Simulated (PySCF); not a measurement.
Spiro[2.4]hepta-4,6-diene, C7H8.
Numbering: `[CH:1]1=[CH:2][C:3]2([CH:4]=[CH:5]1)[CH2:6][CH2:7]2` (hydrogens: H8 on C1; H9 on C2; H10 on C4; H11 on C5; H12, H13 on C6; H14, H15 on C7)

Structure used (GFN2-xTB), in Å, numbered top down from 1:
```xyz
15
C7H8 angstrom
C      1.967    0.017   -0.435
C      0.812    0.536   -0.885
C     -0.282    0.061   -0.025
C      0.377   -0.793    0.973
C      1.696   -0.810    0.720
C     -1.668   -0.245   -0.566
C     -1.482    0.928    0.316
H      2.948    0.174   -0.845
H      0.666    1.191   -1.724
H     -0.151   -1.302    1.759
H      2.452   -1.342    1.269
H     -2.161   -1.120   -0.172
H     -1.826   -0.084   -1.621
H     -1.843    0.880    1.332
H     -1.508    1.916   -0.117
```

Method: PySCF, TDDFT B3LYP/def2-SVPD, vertical, gas phase, core orbitals frozen in the response.

Ground-to-excited transition dipoles (e·a0, same axes as the geometry; the sign carries no meaning), for the states with f of 0.002 or more among the lowest 8:

| state | E (eV) | μx | μy | μz |
| --- | --- | --- | --- | --- |
| S1 | 4.705 | -0.130 | -0.398 | 0.555 |
| S3 | 6.028 | 1.046 | -0.227 | 0.081 |
| S5 | 6.381 | -0.043 | -0.267 | -0.202 |
| S7 | 6.849 | -0.020 | -0.124 | -0.093 |
| S8 | 7.030 | -0.038 | -0.252 | -0.189 |

Work out the oscillator strengths.

f = (2/3) ΔE |μ|² with ΔE in hartree (27.2114 eV).

```csv
state,|μ|² (au),|μ| (D),f
S1,0.484,1.77,0.056
S3,1.153,2.73,0.170
S5,0.114,0.86,0.018
S7,0.025,0.40,0.004
S8,0.101,0.81,0.017
```

The point group is C2v. Which irreducible representation does each state belong to?

From a totally symmetric ground state, an allowed state transforms like the component of the dipole operator along its μ. Polarised along the twofold axis, so A1: S3. Polarised across the twofold axis, so B1 or B2: S1, S5, S7 and S8. Which of B1 and B2 hangs on the choice of axes; S1 takes one label and S5, S7 and S8 the other.

Which bond between heavy atoms lies closest to the direction of the S3 transition dipole?

C4–C5 and C1–C2, at 19° from it; next C3–C6 and C3–C7 at 29°.

What angle do the transition dipoles of S3 and S8 make?

|cos θ| = |μa·μb| / (|μa| |μb|) = 0.01, so θ ≈ 90° (taken between 0 and 90°, since the signs are arbitrary).

What peak molar absorption coefficient would the strongest computed level give as a lone Gaussian band 0.4 eV wide at half height?

ε(max) = 2.175×10⁸ f / FWHM, with the width in cm⁻¹. S3: 2.175×10⁸ × 0.1702 / 3226 ≈ 11000 L mol⁻¹ cm⁻¹.
